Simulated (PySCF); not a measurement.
## Excitation energy of In⁺ by level of theory

In⁺ [Kr] 4d10 5s2 (1S) → In⁺ [Kr] 4d10 5s1 5d1 (3D), as a difference of total energies. All numbers are calculated (PySCF 2.14, scalar relativity through the core potential, in aug-cc-pVTZ-PP with one added diffuse shell each of d, f type with ECP28MDF (6s5p5d3f, 67 functions)). Correlated levels: valence: 4s2 4p6 4d10 frozen. The calculations carry no spin-orbit coupling.

| method | excitation energy (eV) |
| --- | --- |
| UHF | 11.112 |
| LDA | 12.789 |
| PBE | 12.290 |
| PBE0 | 12.138 |
| r2SCAN | 12.288 |
| BLYP | 12.484 |
| PW91 | 12.351 |
| LC-wPBE | 12.341 |
| revPBE | 12.119 |
| MP2 (valence) | 11.644 |
| SCS-MP2 (valence) | 11.839 |

Task: How much does correlation contribute at MP2 (valence)?

Result: 11.644 − (11.112) = 0.532 eV, measured against UHF.

Errors of the correlated levels include the incompleteness of this basis and the frozen core.

For comparison: 12.674 eV (measured; NIST levels, between the centres of gravity of the two terms).
